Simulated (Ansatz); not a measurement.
A set of 12 reactions (silylene extrusion), with CCSD(T)/CBS values in kJ/mol:

```csv
reaction,ΔE
`CO[SiH](N)N` → `N[Si]N` + CH₃OH,240.0
`N[SiH](N)O[SiH3]` → `N[Si]N` + `O[SiH3]`,260.3
`C[SiH2][S][SbH2]` → `C[S][SbH2]` + `[SiH2]`,360.8
`C[SiH2][Se]C` → `C[Se]C` + `[SiH2]`,341.8
`CC[Si](N)(N)F` → `CC[Si]F` + `NN`,523.2
`O[SiH2]C#[C][GeH2][OH]` → `C#[C][GeH2][OH]` + `O[SiH]`,230.7
`[NH2][AlH][SiH]([SiH3])Cl` → `[NH2][AlH][SiH3]` + `[SiH]Cl`,199.0
`C[SiH](F)Br` → `FBr` + `C[SiH]`,726.4
`O[SiH2]S[Si](F)(Cl)Cl` → `O[SiH]` + `F[Si](S)(Cl)Cl`,263.4
`C=[C]([SiH3])[GeH3]` → `C=[CH][GeH3]` + `[SiH2]`,241.9
`OC([SiH3])[SiH2]Cl` → `OC([SiH3])Cl` + `[SiH2]`,372.9
`C[Si](F)(Cl)[SeH]` → `F[Si]Cl` + `C[SeH]`,275.0
```

Isolated molecules relaxed with PBE0-D4/def2-TZVP in Ansatz; ΔE leaves out vibrations. CCSD(T)/CBS adds triple-zeta CCSD(T) − MP2 to the extrapolated MP2 energy (def2 sets, frozen cores). This one scheme is used for every species. Functionals use def2-TZVPP. def2 core potentials past Kr. For Br, Ge, Sb, Se outer-core shells are correlated without core-valence functions, which leaves a few kJ/mol of doubt a bond. Scalar relativity is left out up to krypton. Each species was taken in one conformer, which may not be the lowest.

Problem. Give the mean, mean absolute and largest difference (level minus CCSD(T)/CBS, kJ/mol) for: r2SCAN-D4, PBE0-D4, ωB97X-V, B2PLYP, PBE, r2SCAN, PBE0, HF/def2-TZVPP, SCS-MP2/def2-TZVPP, CCSD/def2-TZVPP, CCSD(T)/def2-TZVPP, HF/def2-QZVPP, SCS-MP2/def2-QZVPP, CCSD/CBS(def2). (Estimate.)

Solution. Computed: 
```
             level   mean  mean absolute  largest
         r2SCAN-D4   15.3           15.3     21.7
           PBE0-D4    5.7            8.6     16.3
           ωB97X-V    4.4            6.3      9.7
            B2PLYP  -10.9           10.9    -18.6
               PBE  -21.2           21.2    -45.4
            r2SCAN   12.4           12.4     19.1
              PBE0   -3.7            6.3    -18.5
     HF/def2-TZVPP  -12.3           15.1    -25.4
SCS-MP2/def2-TZVPP    0.0            3.1     -6.2
   CCSD/def2-TZVPP  -10.2           10.2    -16.9
CCSD(T)/def2-TZVPP   -8.0            8.0    -12.7
     HF/def2-QZVPP  -12.2           15.0    -24.7
SCS-MP2/def2-QZVPP    4.9            5.0      8.7
    CCSD/CBS(def2)   -2.1            2.8     -6.0
```

The largest T1 diagnostic in the set is 0.016, for `O[SiH]` (customary mark 0.02).

CCSD(T)/CBS is a level of theory with its own doubt, and the functionals carry their triple-zeta basis error, so these figures describe this set and don't rank the functionals.
